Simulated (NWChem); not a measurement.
System meant: CH₅AlFNO; SMILES C[NH][Al]([OH])[F]

The following NWChem deck was run.

```
start job
memory heap 200 mb stack 900 mb global 1100 mb
geometry units angstroms noautoz
  Al    -0.068704    -0.496322    -0.000264
  F      0.879044    -1.863834    -0.001769
  N      0.701790     1.084982    -0.000296
  C      0.056068     2.378107     0.000216
  H      1.714092     1.150163    -0.000283
  H      0.310304     2.983310    -0.889886
  H      0.310532     2.982732     0.890658
  H     -1.037634     2.254449     0.000388
  O     -1.758155    -0.605828     0.001304
  H     -2.270908    -1.414014     0.000440
end
basis spherical
  Al library def2-svp
  F library def2-svp
  N library def2-svp
  C library def2-svp
  H library def2-svp
  O library def2-svp
end
dft
  xc pbe0
  iterations 4
  mulliken
end
task dft energy
```

End of the output:

```
    Atom       Charge   Shell Charges
 -----------   ------   -------------------------------------------------------
    1 Al  13    12.52   2.00  1.92  0.45  0.15  5.81  0.95  0.55  0.68
    2 F    9     9.24   1.98  1.01  0.77  3.22  2.27  0.00
    3 N    7     7.23   1.97  0.71  0.44  2.27  1.82  0.03
    4 C    6     6.00   1.96  0.57  0.30  1.86  1.20  0.11
    5 H    1     0.93   0.60  0.20  0.13
    6 H    1     0.99   0.65  0.27  0.06
    7 H    1     0.99   0.65  0.27  0.06
    8 H    1     0.97   0.64  0.26  0.06
    9 O    8     8.24   1.97  0.86  0.60  2.72  2.08  0.01
   10 H    1     0.91   0.55  0.17  0.19

 center of mass
 --------------
 x =   0.03953046 y =  -0.20456311 z =   0.00000000

 moments of inertia (a.u.)
 ------------------
         680.273742934009           0.000000163284           0.000000000000
           0.000000163284         292.654288186313           0.000000000000
           0.000000000000           0.000000000000         961.517969083451

     Multipole analysis of the density
     ---------------------------------

     L   x y z        total         alpha         beta         nuclear
     -   - - -        -----         -----         ----         -------
     0   0 0 0     -0.000000    -24.000000    -24.000000     48.000000

     1   1 0 0     -0.127485     -0.063743     -0.063743     -0.000000
     1   0 1 0      0.262553      0.131277      0.131277     -0.000000
     1   0 0 1     -0.000000     -0.000000     -0.000000      0.000000

     2   2 0 0    -25.496771    -91.570032    -91.570032    157.643294
     2   1 1 0      4.753612     -3.208297     -3.208297     11.170206
     2   1 0 1     -0.000000     -0.000000     -0.000000      0.000000
     2   0 2 0    -25.715223   -202.097730   -202.097730    378.480237
     2   0 1 1     -0.000000     -0.000000     -0.000000      0.000000
     2   0 0 2    -24.776945    -15.218840    -15.218840      5.660736

 ------------------------------------------------------------------------
 dft energy failed                                                                                  0
 ------------------------------------------------------------------------
 ------------------------------------------------------------------------
  current input line :
    28: task dft energy
 ------------------------------------------------------------------------
 ------------------------------------------------------------------------
 This type of error is most commonly associated with calculations not reaching convergence criteria
 ------------------------------------------------------------------------
 For more information see the NWChem manual at https://nwchemgit.github.io

0:dft energy failed:Received an Error in Communication
```

### Question
Can this run be used? If not, why, and what is the fix?

### Answer
The run did not converge; its last values are not results. Cause: the SCF was allowed too few iterations. This input runs:
```
start job
memory heap 200 mb stack 900 mb global 1100 mb
geometry units angstroms noautoz
  Al    -0.068704    -0.496322    -0.000264
  F      0.879044    -1.863834    -0.001769
  N      0.701790     1.084982    -0.000296
  C      0.056068     2.378107     0.000216
  H      1.714092     1.150163    -0.000283
  H      0.310304     2.983310    -0.889886
  H      0.310532     2.982732     0.890658
  H     -1.037634     2.254449     0.000388
  O     -1.758155    -0.605828     0.001304
  H     -2.270908    -1.414014     0.000440
end
basis spherical
  Al library def2-svp
  F library def2-svp
  N library def2-svp
  C library def2-svp
  H library def2-svp
  O library def2-svp
end
dft
  xc pbe0
  iterations 150
  mulliken
end
task dft energy
```
It converges to -512.83348 Ha (PBE0/def2-SVP).
